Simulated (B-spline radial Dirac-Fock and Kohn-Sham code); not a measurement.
# Two-hole binding energies of As¹⁸⁺

System: the As¹⁸⁺ ion, 1s2 2s2 2p6 3s2 3p3.

These are calculated numbers from a radial B-spline solver; the model is ΔSCF Dirac-Fock with Breit, self-energy and vacuum polarisation, finite nucleus, configuration average. U is the two-hole binding energy less the two single-hole energies, the effective repulsion of the holes after relaxation. Each two-hole energy is an average over J within one jj subconfiguration.

| holes | E(a) (eV) | E(b) (eV) | E(ab) (eV) | U (eV) |
| --- | --- | --- | --- | --- |
| 1s⁻² | 12605.9 | 12605.9 | 25739.4 | 527.5 |
| 1s⁻¹ 2p3/2⁻¹ | 12605.9 | 2043.5 | 14815.3 | 165.8 |
| 2s⁻² | 2252.9 | 2252.9 | 4619.3 | 113.5 |
| 2s⁻¹ 2p3/2⁻¹ | 2252.9 | 2043.5 | ? | ? |
| 2p3/2⁻¹ 3s⁻¹ | 2043.5 | 779.1 | 2881.3 | 58.6 |

Problem. Give the missing two-hole energy and U.

Solution. E(ab) = 4403.3 eV and U = 106.9 eV.
